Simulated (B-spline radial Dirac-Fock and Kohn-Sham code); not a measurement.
# Form factor and incoherent scattering function of Gd¹⁶⁺

System: the Gd¹⁶⁺ ion, [Kr] 4d10 4f2.

Calculated with a radial finite-basis atomic code, using Dirac-Fock densities. f₀ is the Fourier transform of the spherical electron density, S the Waller-Hartree incoherent function, and s = sin θ/λ. The electron scattering factor follows from the Mott-Bethe formula f_e = 0.023934 Å⁻¹·(Z − f₀)/s².

| s (Å⁻¹) | f₀ | S | f_e (Å) |
| --- | --- | --- | --- |
| 0 | 48.000 | 0.000 | – |
| 0.05 | 47.834 | 0.137 | 154.768 |
| 0.1 | 47.341 | 0.542 | 39.871 |
| 0.15 | 46.540 | 1.189 | 18.573 |
| 0.2 | 45.456 | 2.044 | 11.096 |
| 0.25 | 44.128 | 3.063 | 7.610 |
| 0.3 | 42.595 | 4.201 | 5.692 |
| 0.35 | 40.906 | 5.413 | 4.512 |
| 0.4 | 39.107 | 6.663 | 3.724 |
| 0.45 | 37.244 | 7.920 | 3.162 |
| 0.5 | 35.362 | 9.162 | 2.742 |
| 0.6 | 31.685 | 11.553 | 2.148 |
| 0.7 | 28.316 | 13.793 | 1.743 |
| 0.8 | 25.389 | 15.892 | 1.444 |
| 0.9 | 22.948 | 17.866 | 1.213 |
| 1 | 20.968 | 19.725 | 1.030 |
| 1.1 | 19.381 | 21.464 | 0.883 |
| 1.2 | 18.102 | 23.078 | 0.763 |
| 1.4 | 16.138 | 25.905 | 0.584 |
| 1.6 | 14.557 | 28.228 | 0.462 |
| 1.8 | 13.098 | 30.138 | 0.376 |
| 2 | 11.694 | 31.744 | 0.313 |
| 2.5 | 8.644 | 34.905 | 0.212 |
| 3 | 6.623 | 37.284 | 0.153 |
| 3.5 | 5.488 | 39.143 | 0.114 |
| 4 | 4.825 | 40.629 | 0.089 |
| 5 | 3.887 | 42.816 | 0.058 |
| 6 | 3.048 | 44.259 | 0.041 |

f₀ starts at the number of electrons, 48, and has fallen to half at s ≈ 0.86 Å⁻¹. The sum of ⟨r²⟩ over the electrons is 9.044 bohr². For an ion f_e diverges as s goes to zero, because of the net charge.
